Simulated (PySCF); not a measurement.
Geometry:
```tsv
atom	x (Å)	y (Å)	z (Å)
C1	-0.059	0.278	1.504
C2	-0.263	0.024	0.007
C3	-1.687	-0.479	-0.233
C4	-0.037	1.313	-0.791
C5	0.715	-1.058	-0.471
N6	2.026	-0.755	-0.320
O7	0.366	-2.113	-0.951
H8	0.921	0.701	1.715
H9	-0.811	0.978	1.862
H10	-0.160	-0.649	2.063
H11	-2.412	0.262	0.093
H12	-1.855	-1.403	0.312
H13	-1.840	-0.684	-1.290
H14	0.945	1.742	-0.600
H15	-0.126	1.119	-1.858
H16	-0.787	2.051	-0.514
H17	2.710	-1.431	-0.616
H18	2.344	0.110	0.076
```

All values are calculated (PySCF 2.14.0 with density-fitted response routines): GFN2-xTB geometry, NMR shieldings at PBE0/pcSseg-1/GIAO. Equivalent nuclei averaged, a single conformation, in vacuum, non-relativistic Hamiltonian.

Q: List the cross peaks expected in HSQC, COSY and HMBC spectra.

A: 

HSQC (one-bond C–H):
```
                                      δH               δC
1.14 (H8/H9/H10/H11/H12/H13/H14/H15/H16)  30.0 (C1/C3/C4)
```

COSY cross peaks (H two or three bonds apart, from the bond graph; peaks can be absent where the dihedral angle is near 90°):
```
        δH          δH
4.90 (H18)  4.55 (H17)
```

HMBC (two and three bonds, from the bond graph):
```
                                      δH                                      δC
                              4.90 (H18)                   179.2 (C5), 39.5 (C2)
                              4.55 (H17)                   179.2 (C5), 39.5 (C2)
1.14 (H8/H9/H10/H11/H12/H13/H14/H15/H16)  179.2 (C5), 39.5 (C2), 30.0 (C1/C3/C4)
```

Scale: ¹H and ¹³C vs TMS (reference shieldings calculated alike).

OH and NH positions are those of a molecule without intermolecular hydrogen bonds; in solution they move with solvent, concentration and temperature, and exchange usually removes their couplings. The two substituents on the amide-type nitrogen aren't averaged: C–N rotation is slow on the NMR time scale. Shifts are as computed. Against solution values, carbons near 30 ppm lie about +3 ppm off and those near 130 ppm about +5 ppm. Of 1211 compounds with measured shifts, 218 miss one by over three times the rms of a fit or turn the order of signals round; such compounds aren't used in these exercises. The C=O carbon of an acid or of an amide with N–H lies up to 10 ppm further downfield in solution, through hydrogen bonding that the calculation lacks.
